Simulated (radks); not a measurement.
Species: Mo V. Configuration: [Kr] 4d2. Calculated with a radial shooting solver on a logarithmic mesh with Libxc functionals: scalar-relativistic Kohn-Sham, PW91, spin-polarised, spherical densities, point nucleus; open shells are filled with parallel spins first (spin-orbit coupling, left out, can overturn this in heavy ions).

Normalised radial functions P(r) = r R(r), r in bohr:

| r | 4s up | 4d up | 4d down |
|---|---|---|---|
| 0.001198 | 0.0412 | 0.0000 | 0.0000 |
| 0.001816 | 0.0595 | 0.0000 | 0.0000 |
| 0.002775 | 0.0854 | 0.0000 | 0.0000 |
| 0.004207 | 0.1189 | 0.0000 | 0.0000 |
| 0.006377 | 0.1597 | 0.0002 | 0.0002 |
| 0.009744 | 0.2031 | 0.0005 | 0.0005 |
| 0.01477 | 0.2322 | 0.0016 | 0.0016 |
| 0.02239 | 0.2187 | 0.0049 | 0.0049 |
| 0.03421 | 0.1188 | 0.0148 | 0.0148 |
| 0.05186 | -0.0854 | 0.0405 | 0.0405 |
| 0.07862 | -0.3225 | 0.0998 | 0.0999 |
| 0.1201 | -0.3621 | 0.2139 | 0.2142 |
| 0.1821 | 0.0195 | 0.3605 | 0.3609 |
| 0.2761 | 0.5429 | 0.4289 | 0.4290 |
| 0.4218 | 0.3938 | 0.2308 | 0.2298 |
| 0.6395 | -0.5421 | -0.2633 | -0.2658 |
| 0.9694 | -1.1180 | -0.7632 | -0.7628 |
| 1.481 | -0.7059 | -0.8475 | -0.8415 |
| 2.245 | -0.1688 | -0.4924 | -0.4972 |
| 3.404 | -0.0120 | -0.1364 | -0.1389 |
| 5.201 | -0.0001 | -0.0112 | -0.0119 |
| 7.884 | 0.0000 | -0.0002 | -0.0002 |

4s up: eigenvalue -112.11 eV, 3 radial nodes at r = 0.0445, 0.179, 0.513 bohr, <r> = 1.09 bohr, 90 % of the charge inside 1.58 bohr. 4d up: eigenvalue -47.205 eV, 1 radial node at r = 0.524 bohr, <r> = 1.52 bohr, 90 % of the charge inside 2.30 bohr. 4d down (empty): eigenvalue -45.354 eV, 1 radial node at r = 0.523 bohr, <r> = 1.52 bohr, 90 % of the charge inside 2.33 bohr.
